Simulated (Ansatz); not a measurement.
Gas-phase electronic energies from Ansatz, PBE0-D4/def2-TZVP geometries. CCSD(T)/CBS adds triple-zeta CCSD(T) − MP2 to the extrapolated MP2 energy (def2 sets, frozen cores). Functionals use def2-TZVPP. B3LYP here is the variant with VWN-RPA as its local correlation; programs differ in this. Each species was taken in one conformer, which may not be the lowest.

Consider the formal exchange of groups at a C–C bond: `CCCC(CC)CC` + `NB[SiH2][SiH3]` → `CB(N)[SiH2][SiH3]` + `CCC(CC)CC`.

```json
{"level": "PBE-D4", "ΔE (kJ/mol)": "-48.7", "difference from CCSD(T)/CBS": "-5.2"}
{"level": "ωB97X-V", "ΔE (kJ/mol)": "-42.5", "difference from CCSD(T)/CBS": "1.0"}
{"level": "ωB97M-V", "ΔE (kJ/mol)": "-44.8", "difference from CCSD(T)/CBS": "-1.3"}
{"level": "B2PLYP", "ΔE (kJ/mol)": "-45.5", "difference from CCSD(T)/CBS": "-2.0"}
{"level": "PBE", "ΔE (kJ/mol)": "-49.2", "difference from CCSD(T)/CBS": "-5.7"}
{"level": "B3LYP", "ΔE (kJ/mol)": "-47.1", "difference from CCSD(T)/CBS": "-3.6"}
{"level": "MP2/def2-TZVPP", "ΔE (kJ/mol)": "-43.7", "difference from CCSD(T)/CBS": "-0.2"}
{"level": "CCSD/def2-TZVPP", "ΔE (kJ/mol)": "-42.0", "difference from CCSD(T)/CBS": "1.5"}
{"level": "CCSD(T)/def2-TZVPP", "ΔE (kJ/mol)": "-42.3", "difference from CCSD(T)/CBS": "1.2"}
{"level": "CCSD/CBS(def2)", "ΔE (kJ/mol)": "-43.2", "difference from CCSD(T)/CBS": "0.3"}
{"level": "CCSD(T)/CBS", "ΔE (kJ/mol)": "-43.5", "difference from CCSD(T)/CBS": "0"}
```

Largest T1 diagnostic among the species: 0.014.
